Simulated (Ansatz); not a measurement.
C5H12AlCl, SMILES `CC(C)(C)[CH2][AlH][Cl]`. The species carries charge 0 and has multiplicity 1. All single points use the PBE0-D4/def2-TZVP geometry. It is one conformer, not always the lowest.

```xyz
19

C    -0.546    0.584    1.420
C     0.109    0.429    0.050
C    -0.976    0.366   -1.024
C     1.008    1.634   -0.216
C     0.934   -0.870    0.005
Al   -0.205   -2.454   -0.065
Cl    0.039   -3.786   -1.681
H    -1.148    1.495    1.465
H     0.210    0.642    2.207
H    -1.203   -0.260    1.652
H    -1.565    1.287   -1.061
H    -1.693   -0.447   -0.825
H    -0.546    0.200   -2.016
H     0.442    2.569   -0.174
H     1.808    1.690    0.527
H     1.473    1.564   -1.203
H     1.561   -0.881   -0.895
H     1.623   -0.905    0.858
H    -1.326   -2.856    0.976
```

(1) What is the dipole moment at r2SCAN/def2-TZVPP? (An estimate is asked.)

(2) And with PBE, B3LYP, ωB97M-V? (Estimate.)

(3) Give the Mulliken charges with r2SCAN, PBE, ωB97M-V in def2-TZVPP. (An estimate is asked.)

## Answers

(1) Ansatz gave: 2.34 D, with components (0.34, 2.10, 0.98) D in this frame, pointing from negative to positive charge.

(2) Ansatz gave: PBE 2.30 D, B3LYP 2.32 D, ωB97M-V 2.32 D.

(3) The calculation gave: 
```json
{"atom": "C1", "r2SCAN": "-0.22", "PBE": "-0.26", "ωB97M-V": "-0.29"}
{"atom": "C2", "r2SCAN": "0.38", "PBE": "0.23", "ωB97M-V": "-0.03"}
{"atom": "C3", "r2SCAN": "-0.25", "PBE": "-0.30", "ωB97M-V": "-0.35"}
{"atom": "C4", "r2SCAN": "-0.21", "PBE": "-0.27", "ωB97M-V": "-0.30"}
{"atom": "C5", "r2SCAN": "-0.38", "PBE": "-0.31", "ωB97M-V": "-0.41"}
{"atom": "Al6", "r2SCAN": "0.55", "PBE": "0.43", "ωB97M-V": "0.49"}
{"atom": "Cl7", "r2SCAN": "-0.28", "PBE": "-0.25", "ωB97M-V": "-0.25"}
{"atom": "H8", "r2SCAN": "0.05", "PBE": "0.07", "ωB97M-V": "0.11"}
{"atom": "H9", "r2SCAN": "0.05", "PBE": "0.07", "ωB97M-V": "0.11"}
{"atom": "H10", "r2SCAN": "0.06", "PBE": "0.08", "ωB97M-V": "0.11"}
{"atom": "H11", "r2SCAN": "0.05", "PBE": "0.07", "ωB97M-V": "0.12"}
{"atom": "H12", "r2SCAN": "0.03", "PBE": "0.07", "ωB97M-V": "0.10"}
{"atom": "H13", "r2SCAN": "0.07", "PBE": "0.10", "ωB97M-V": "0.14"}
{"atom": "H14", "r2SCAN": "0.04", "PBE": "0.07", "ωB97M-V": "0.11"}
{"atom": "H15", "r2SCAN": "0.05", "PBE": "0.08", "ωB97M-V": "0.11"}
{"atom": "H16", "r2SCAN": "0.04", "PBE": "0.07", "ωB97M-V": "0.11"}
{"atom": "H17", "r2SCAN": "0.06", "PBE": "0.08", "ωB97M-V": "0.13"}
{"atom": "H18", "r2SCAN": "0.06", "PBE": "0.07", "ωB97M-V": "0.11"}
{"atom": "H19", "r2SCAN": "-0.15", "PBE": "-0.13", "ωB97M-V": "-0.11"}
```

B3LYP here is the variant with VWN-RPA as its local correlation; programs differ in this.
